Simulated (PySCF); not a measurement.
SMILES CB(N([SiH2]C)C)C (C4H14BNSi) (GFN2-xTB optimised geometry):

```
21

Si     0.879    -0.201     0.000
C      2.777    -0.201     0.000
N      0.239    -1.000     1.421
C      1.156    -1.713     2.304
B     -1.129    -0.957     1.769
C     -1.638    -1.634     3.114
C     -2.164    -0.216     0.822
H      0.418    -0.912    -1.203
H      0.427     1.197     0.000
H      3.134     0.399    -0.831
H      3.190     0.224     0.910
H      3.192    -1.197    -0.125
H      2.138    -1.814     1.851
H      1.269    -1.183     3.253
H      0.775    -2.712     2.518
H     -1.553    -2.720     3.060
H     -2.680    -1.408     3.326
H     -1.054    -1.325     3.979
H     -1.963    -0.380    -0.233
H     -3.192    -0.513     1.015
H     -2.113     0.860     0.982
```

Calculation: PySCF with B3LYP/def2-SVP.

Question: What are the frontier orbital energies and the dipole moment?

Answer: HOMO-2 -8.70 eV, HOMO-1 -7.87 eV, HOMO -6.96 eV, LUMO 0.65 eV, LUMO+1 1.10 eV; dipole moment 1.52 D.

On the same geometry PBE/def2-SVP (PySCF) gives HOMO-2 -7.59 eV, HOMO-1 -6.69 eV, HOMO -5.90 eV, LUMO -0.14 eV, LUMO+1 0.53 eV; dipole moment 1.58 D.

Meta-Löwdin charges at B3LYP/def2-SVP: Si1 0.78, C2 -0.54, N3 -0.41, C4 -0.17, B5 0.21, C6 -0.41, C7 -0.41, H8 -0.13, H9 -0.13, H10 0.12, H11 0.11, H12 0.11, H13 0.09, H14 0.09, H15 0.10, H16 0.10, H17 0.10, H18 0.10, H19 0.10, H20 0.10, H21 0.11.
